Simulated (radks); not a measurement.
Problem. Radial electron density D(r) = 4 pi r^2 rho(r) of an atom or ion with 62 electrons. Calculated with a radial shooting solver on a logarithmic mesh with Libxc functionals: Dirac Kohn-Sham, PBE, spin-unpolarised, spherical densities, point nucleus.

r (bohr),D(r) (e/bohr)
0.002045,11.56
0.002794,18.37
0.003817,28.22
0.005215,41.39
0.007068,56.64
0.009656,72.03
0.01319,82.39
0.01802,83.40
0.02442,77.12
0.03337,74.62
0.04558,87.77
0.06227,106.4
0.0844,103.1
0.1153,83.39
0.1575,87.33
0.2152,93.05
0.2916,58.88
0.3984,38.01
0.5443,45.26
0.7436,31.06
1.016,14.86
1.377,9.741
1.881,5.084
2.57,1.712
3.511,0.7865
4.758,0.4708
6.5,0.1525
8.88,0.02112
12.13,0.0009710

What is the nuclear charge?

Solution. Z = 62. The innermost maximum, from 1s, lies near gamma/Z bohr with gamma = sqrt(1 - (Z/c)^2) = 0.892, here 0.0144 bohr (found: 0.0159), and its height grows with Z. The density is that of neutral samarium in [Xe] 4f6 6s2; the configuration itself is not fixed sharply by these data, and Z only to a few units. D(r) has 4 maxima, at r = 0.0159, 0.0702, 0.195, 0.540 bohr, and minima at 0.0306, 0.129, 0.389 bohr, inside which lie 2.01, 11.18, 29.18 electrons.
